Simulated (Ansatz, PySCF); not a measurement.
Gas-phase reaction in SMILES: [InH3] (InH3) -> [InH3] (InH3) as doublet, charge -1 (an electron is taken up)
Geometries: B3LYP-D3(BJ)/def2-TZVP minima from Ansatz (a program for electronic structure).

Property: adiabatic electron affinity (0 K, with B3LYP-D3(BJ) harmonic zero-point energies from PySCF), positive where the reaction releases energy, in eV. Valence correlation only, unless marked. UHF or UKS for open shells. No spin-orbit coupling. Frozen are the shells of the preceding noble gas and the d and f shells that filled before the atom's block. In def2 rows, elements after Kr have scalar-relativistic effective core potentials. Anions need diffuse functions: def2-D sets add few; the other sets have none. 

| level | program | adiabatic electron affinity (eV) |
|---|---|---|
| PBE/def2-TZVPD | Ansatz | 0.58 |
| TPSS/def2-TZVPD | PySCF | 0.53 |
| PBE0-D4/def2-TZVPD | Ansatz + dftd4 | 0.59 |
| BHLYP-D4/def2-TZVPD | Ansatz + dftd4 | 0.51 |
| r2SCANh-D4/def2-TZVPD | Ansatz + dftd4 | 0.64 |
| LC-wPBE-D3(BJ)/def2-TZVPD | Ansatz + dftd3 | 0.56 |
| LC-wPBE-D4/def2-TZVPD | Ansatz + dftd4 | 0.60 |
| LC-wPBE/def2-TZVPD | Ansatz | 0.56 |
| B2GP-PLYP-D4/def2-TZVPD | Ansatz + dftd4 | 0.48 |
| PBE-QIDH/def2-TZVPD | Ansatz | 0.51 |
| MP2/def2-QZVPPD | Ansatz | 0.44 |
| SCS-MP2/def2-TZVPP | Ansatz | 0.32 |
| SCS-MP2/def2-QZVPPD | Ansatz | 0.39 |
| CCSD/def2-TZVPP | Ansatz | 0.43 |
